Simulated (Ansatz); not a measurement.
def2 core potentials replace the inner electrons of Sn.

## C$_{2}$H$_{2}$Cl$_{3}$F$_{3}$Sn, SMILES `C(F)([CH2][Sn]([Cl])([Cl])[Cl])(F)F` (charge 0, multiplicity 1)

Calculation: CAM-B3LYP-D3(BJ)/def2-TZVP // PBE0-D3(BJ)/def2-SVP (Ansatz, a program for electronic structure).

```yaml
HOMO: -10.78 eV
dipole_moment: 2.33 D
LUMO: -1.63 eV
HOMO–LUMO gap: 9.15 eV
total_energy: -1972.1457 Ha
cost: roughly 60 core-seconds
```

Bonds (Å): F1–C2 1.334, C2–F3 1.336, C2–F4 1.336, C2–C5 1.504, C5–Sn6 2.146, C5–H10 1.099, C5–H11 1.099, Sn6–Cl7 2.323, Sn6–Cl8 2.323, Sn6–Cl9 2.330. Angles (°): F1–C2–F3 107.6, F1–C2–F4 107.6, F1–C2–C5 111.1, F3–C2–F4 107.6, F3–C2–C5 111.4, F4–C2–C5 111.4, C2–C5–Sn6 114.0, C2–C5–H10 109.9, C2–C5–H11 109.9, Sn6–C5–H10 106.9, Sn6–C5–H11 107.0, H10–C5–H11 109.0, C5–Sn6–Cl7 113.2, C5–Sn6–Cl8 113.2, C5–Sn6–Cl9 106.7, Cl7–Sn6–Cl8 108.2, Cl7–Sn6–Cl9 107.6, Cl8–Sn6–Cl9 107.6.
Charge 0, spin multiplicity 1.
